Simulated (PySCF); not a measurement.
**Zr (zirconium, neutral): UHF calculation**

Configuration: [Kr] 4d4, high-spin 5D determinant (an excited configuration). Calculation: PySCF 2.14, in def2-QZVPPD with the def2 core potential (28 electrons); a scalar-relativistic core potential.

- Total energy: -46.353430 hartree
- One-electron energy: -79.1929 hartree
- Hartree (Coulomb) energy: 38.3941 hartree
- Exchange energy: -5.5546 hartree
- ⟨S²⟩: 6.0054
- ⟨L²⟩: 6.036
- Sum of ⟨r⟩: 21.44 bohr
- Sum of ⟨r²⟩: 51.51 bohr²
- Traceless quadrupole moment −½Σ⟨3z² − r²⟩ along its main axis: -2.50 e·bohr²

| shell | electrons | mean orbital energy (eV) | spread (eV) | rms radius, mean of both spins (bohr) |
| --- | --- | --- | --- | --- |
| 4s α | 1 | -65.524 | 0 | 1.32 |
| 4s β | 1 | -62.579 | 0 | 1.32 |
| 4p α | 3 | -38.969 | 0.513 | 1.50 |
| 4p β | 3 | -34.575 | 0.872 | 1.50 |
| 4d α | 4 | -4.750 | 1.002 | 2.94 |

Energies and moments cover only the electrons outside the core potential.
